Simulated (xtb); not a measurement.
C₂H₈N₂Si, SMILES C(/C)=N\[SiH2]N. All values are semi-empirical tight-binding results from xtb (GFN2-xTB unless named), good for trends rather than for accurate numbers. Geometry: GFN2-xTB. The structure was generated by enumeration; whether it is a known compound was not checked. One conformer was computed; it need not be the lowest.

Optimised geometry:

Bonded distances (Å): C1–C2 1.491, C1–H6 1.089, C1–H7 1.086, C1–H8 1.089, C2–N3 1.249, C2–H9 1.101, N3–Si4 1.727, Si4–N5 1.726, Si4–H10 1.466, Si4–H11 1.459, N5–H12 1.007, N5–H13 1.008. Bond angles (°): C2–C1–H6 109.8, C2–C1–H7 110.5, C2–C1–H8 109.5, H6–C1–H7 109.8, H6–C1–H8 107.7, H7–C1–H8 109.6, C1–C2–N3 122.2, C1–C2–H9 114.5, N3–C2–H9 123.3, C2–N3–Si4 135.1, N3–Si4–N5 110.7, N3–Si4–H10 116.1, N3–Si4–H11 103.6, N5–Si4–H10 104.6, N5–Si4–H11 107.5, H10–Si4–H11 114.1, Si4–N5–H12 117.1, Si4–N5–H13 118.1, H12–N5–H13 109.0.
Charge 0, spin multiplicity 1.

Computed properties:
```
Quantity                                         Result
----------------------------------------  -------------
orbital gap                                     3.00 eV
dipole moment                                    2.31 D
zero-point energy                         61.9 kcal/mol
G − E(el) at 298.15 K (modified RRHO)     41.8 kcal/mol
static polarisability (D4 model)             71.6 bohr³
solvation energy, GFN2-xTB/ALPB(water)    -3.6 kcal/mol
solvation energy, GFN2-xTB/ALPB(acetone)  -6.3 kcal/mol
```

Computed atomic charges and the Wiberg bond orders between heavy atoms:
charges (e) C1 -0.12, C2 0.10, N3 -0.31, Si4 0.49, N5 -0.42, H6 0.06, H7 0.06, H8 0.06, H9 0.00, H10 -0.11, H11 -0.10, H12 0.15, H13 0.14. Bond orders C1–C2 1.03, C2–N3 1.93, N3–Si4 1.07, Si4–N5 1.09.
